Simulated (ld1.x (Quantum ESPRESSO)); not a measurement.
Which change was made? (F, RRKJ)

fluorine (F), norm-conserving RRKJ (Kleinman–Bylander form), made with ld1.x (Quantum ESPRESSO) 7.5 (PBE, scalar-relativistic). Core [He], reference 2s2 2p5. Waves: 2s (bound): rc 0.65 bohr; 3d channel at 0.3 Ry: rc 1.15 bohr; 2p (bound): rc 1.20 bohr. Local part: the p channel. Core correction: Bessel-smoothed model core inside 0.50 bohr. rho0 = 0.01.

Cutoffs, loose and tight: the cutoffs (Ry, on a coarse ladder) from which the occupation-weighted sum of valence levels, in a spherical-Bessel basis at the reference potential, stays within 10 and 1 mRy of its value at 400 Ry. They do not see the model core or the augmentation charge, which bear on the density cutoff. Test errors are all-electron minus pseudo excitation energies from the reference, over the configurations 2s2 2p4; 2s2 2p3; 2s2 2p2; 2s2 2p5.3; 2s1 2p5; 2s1 2p6; 2s2 2p4.5; variants that change the core or the reference have their own tests.

The base gives: outcome: generated; cutoff, loose: 200 Ry; cutoff, tight: 300 Ry; bound ghosts: none; largest test error (meV): +205.

After one change the result is: outcome: generated; cutoff, loose: 200 Ry; cutoff, tight: 300 Ry; bound ghosts: none; largest test error (meV): +135. Which change was it?
A. wave 2p (bound): rc 1.20 bohr becomes 2p (bound): rc 1.10 bohr
B. wave 2p (bound): rc 1.20 bohr becomes 2p (bound): rc 1.34 bohr
C. wave 2p (bound): rc 1.20 bohr becomes 2p (bound): rc 1.66 bohr

A. The others give: wave 2p (bound): rc 1.20 bohr becomes 2p (bound): rc 1.66 bohr → outcome: generated; cutoff, loose: 200 Ry; cutoff, tight: 300 Ry; bound ghosts: none; largest test error (meV): +1117 | wave 2p (bound): rc 1.20 bohr becomes 2p (bound): rc 1.34 bohr → outcome: generated; cutoff, loose: 200 Ry; cutoff, tight: 300 Ry; bound ghosts: none; largest test error (meV): +400.
